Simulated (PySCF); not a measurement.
4,4,4-trifluorobutan-2-one, C₄H₅F₃O.
InChI=1S/C4H5F3O/c1-3(8)2-4(5,6)7/h2H2,1H3

A linear-response calculation (PySCF, def2-SVPD basis, gas phase, vertical, core orbitals frozen in the response) gave these numbers; the functional is withheld.

Orbital energies (eV): HOMO-3 -11.42, HOMO-2 -11.29, HOMO-1 -10.60, HOMO -7.92, LUMO -1.10, LUMO+1 0.47, LUMO+2 1.40.

```
state  E (eV)       f  main configurations (H = HOMO, L = LUMO)
   S1    4.45  0.0000                                 H→L (99%)
   S2    7.25   0.028                               H→L+1 (96%)
   S3    8.25   0.018                   H→L+2 (82%), H-1→L (8%)
   S4    8.41  0.0009                  H-2→L (67%), H→L+3 (13%)
   S5    8.44  0.0039                  H→L+3 (70%), H-2→L (18%)
   S6    8.65  0.0052                  H-3→L (66%), H-2→L (10%)
```

Triplets (Tamm–Dancoff): T1 3.82 eV, H→L (98%); T2 5.90 eV, H-1→L (87%); T3 7.15 eV, H→L+1 (95%); T4 7.91 eV, H-3→L (48%), H-2→L (13%), H-8→L (11%).

Vertical ionisation energy by ΔSCF with the same functional: 10.17 eV. Mean static polarisability: 54.0 au.

Question: Which of these was used?
A. HF
B. PBE0
C. CAM-B3LYP
D. PBE

Answer: B. PBE0 is a global hybrid with 25% exact exchange. In this run −ε(HOMO) = 7.92 eV differs from the ΔSCF value by -2.25 eV, and S1 differs from the orbital gap of 6.82 eV by -2.38 eV. The ratio −ε(HOMO)/IP is 0.78. Usual ranges for neutral molecules in this basis: 0.7 to 0.83 with PBE0, 0.5 to 0.7 with PBE, 0.85 to 0.93 with CAM-B3LYP; with Hartree–Fock the ratio is 1 or more (Koopmans' value less the relaxation energy is the ΔSCF value).

Method: TDDFT PBE0/def2-SVPD, vertical, gas phase, core orbitals frozen in the response (PySCF). One conformer (not necessarily the lowest) at the PBE0-D3(BJ)/def2-SVP geometry, without solvent, vibrations or thermal averaging.

Shape of the structure used: `[CH3:1][C:2](=[O:3])[CH2:4][C:5]([F:6])([F:7])[F:8]`: C1–C2–C4–C5 -44°, C2–C4–C5–F6 -51°.
